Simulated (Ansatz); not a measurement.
`C=C(CC)C(=O)O` + `[NH2][AlH][OH]` → `C[NH][AlH][OH]` + methacrylic acid  (substitution at a C–C bond)

Isolated molecules relaxed with PBE0-D4/def2-TZVP in Ansatz; ΔE leaves out vibrations. CCSD(T)/CBS is the MP2 limit (def2-TZVPP, def2-QZVPP) plus CCSD(T) − MP2 in def2-TZVPP, frozen cores. This one scheme is used for every species. DFT in def2-TZVPP. One conformer a species, not always the lowest.

```tsv
species	PBE-QIDH energy (Eh)
`C=C(CC)C(=O)O`	-345.48921
`[NH2][AlH][OH]`	-374.60715
`C[NH][AlH][OH]`	-413.86412
`C=C(C)C(=O)O`	-306.21451
```

Problem. Work out ΔE.

Solution. ΔE = (-413.86412) + (-306.21451) − (-345.48921) − (-374.60715) = 0.01773 Eh = +0.48 eV. CCSD(T)/CBS gives +0.50 eV.

Largest T1 diagnostic among the species: 0.014.

From BLYP to BHLYP (50 % exact exchange), in def2-TZVPP and without D4, ΔE moves by +0.06 eV. At CCSD(T), def2-SVP lies −0.10 eV from the extrapolated value and def2-TZVPP −0.02 eV. Leaving LDA and LC-ωPBE aside and taking each functional with its dispersion term where it has one, the values, not all of them listed here, spread over 0.07 eV, from BLYP-D4 to PBE-QIDH. LDA lies +0.04 eV from PBE without D4.
